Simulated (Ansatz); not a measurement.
`B/C=C/[SiH3]`. The species carries charge 0 and has multiplicity 1. The structure was optimised at the PBE0-D4/def2-TZVP level.

```xyz
11

B    -0.312   -2.239    0.462
C    -0.361   -0.703    0.533
C     0.259    0.060   -0.387
Si    0.266    1.929   -0.394
H    -0.855   -2.927    1.277
H     0.291   -2.754   -0.437
H    -0.901   -0.196    1.334
H     0.795   -0.461   -1.182
H    -0.325    2.433   -1.662
H    -0.521    2.428    0.762
H     1.664    2.431   -0.307
```

What is the dipole moment at B3LYP/def2-TZVPP? (Estimate.)

Ansatz gave: 0.84 D, with components (0.15, 0.79, -0.23) D in this frame, pointing from negative to positive charge.

And with PBE, r2SCAN, ωB97M-V? (Best estimate.)

Ansatz gave: PBE 0.95 D, r2SCAN 0.87 D, ωB97M-V 0.73 D.

Give the Mulliken charges with B3LYP, r2SCAN, ωB97M-V in def2-TZVPP. (Best estimate.)

The calculation gave: 
```
atom  B3LYP  r2SCAN  ωB97M-V
  B1  -0.07    0.01    -0.15
  C2  -0.17   -0.17    -0.15
  C3  -0.13   -0.11    -0.18
 Si4   0.30    0.33     0.21
  H5   0.03    0.00     0.07
  H6   0.02   -0.01     0.06
  H7   0.10    0.07     0.10
  H8   0.10    0.08     0.11
  H9  -0.06   -0.07    -0.02
 H10  -0.07   -0.07    -0.02
 H11  -0.06   -0.07    -0.02
```

B3LYP here is the variant with VWN-RPA as its local correlation; programs differ in this.
